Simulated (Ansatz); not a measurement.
CH$_{5}$BO$_{2}$ (SMILES CB(O)O), singlet, geometry from GFN2-xTB, atoms displaced at random by about 0.08 Å a coordinate; B3LYP/6-31G, gradient run with Ansatz (a program for electronic structure).

Input for Ansatz:
Ansatz 0.2 input:
```yaml
crystal:
  periodic: [false, false, false]
  atoms:
    - {symbol: B, position_ang: [0.00633896, 0.12989842, 0.08695463]}
    - {symbol: C, position_ang: [-1.25929621, -0.85062208, -0.11499721]}
    - {symbol: H, position_ang: [-1.00567491, -1.76970230, -0.70719096]}
    - {symbol: H, position_ang: [-2.05172991, -0.43481486, -0.62152774]}
    - {symbol: H, position_ang: [-1.52776147, -1.09214654, 0.82905140]}
    - {symbol: O, position_ang: [-0.01922448, 1.18242665, -0.62244716]}
    - {symbol: H, position_ang: [-0.62275664, 1.81757079, -0.97977980]}
    - {symbol: O, position_ang: [1.28083715, -0.34875829, 0.62770094]}
    - {symbol: H, position_ang: [1.22919824, -1.15912081, 1.00157568]}
basis:
  gaussian:
    orbitals: 6-31G
hamiltonian:
  xc: b3lyp
output: {forces: true}
```

The log (banner, timings and long lists left out):

```
Functional definition: B3LYP
563 factors; integrals over basis functions are off by at most 3.3e-4 eV
mean field evaluation 1: about -5878.8410 eV, gradient 7.3e1 eV
mean field evaluation 2: about -5871.0602 eV, gradient 9.7e1 eV
mean field evaluation 4: about -5888.8520 eV, gradient 2.5e0 eV
mean field evaluation 8: about -5888.8475 eV, gradient 4.3e-2 eV
mean field -5888.84751167 eV, -216.4111544497 hartree, gradient 1.5e-5 eV, S^2 0.000000; 0 other end points of the search recorded, 0 dependent functions left out
the calculation of the forces begins
reference -5888.84768093 eV, -216.4111606699 hartree; 16, 16 occupied and 30, 30 virtual orbitals, 563 factors
Total energy: -5888.84768093 eV, -216.4111606699 hartree
Atom 0 at     0.006339     0.129898     0.086955 Å, force     0.827260    -5.330817     0.435072 eV/Å
Atom 1 at    -1.259296    -0.850622    -0.114997 Å, force     3.460998    -0.807315    -1.089992 eV/Å
Atom 2 at    -1.005675    -1.769702    -0.707191 Å, force     0.143118     0.514632     0.682795 eV/Å
Atom 3 at    -2.051730    -0.434815    -0.621528 Å, force    -1.984425     1.456026    -1.139485 eV/Å
Atom 4 at    -1.527761    -1.092147     0.829051 Å, force    -1.582199    -1.597525     3.229279 eV/Å
Atom 5 at    -0.019224     1.182427    -0.622447 Å, force     1.694247     4.869129    -1.612285 eV/Å
Atom 6 at    -0.622757     1.817571    -0.979780 Å, force    -0.579919    -0.024369    -0.181753 eV/Å
Atom 7 at     1.280837    -0.348758     0.627701 Å, force    -1.831532     5.592767    -2.495882 eV/Å
Atom 8 at     1.229198    -1.159121     1.001576 Å, force    -0.147548    -4.672528     2.172251 eV/Å
Dipole moment:    -0.568483    -0.031972    -0.009843 e Å
```
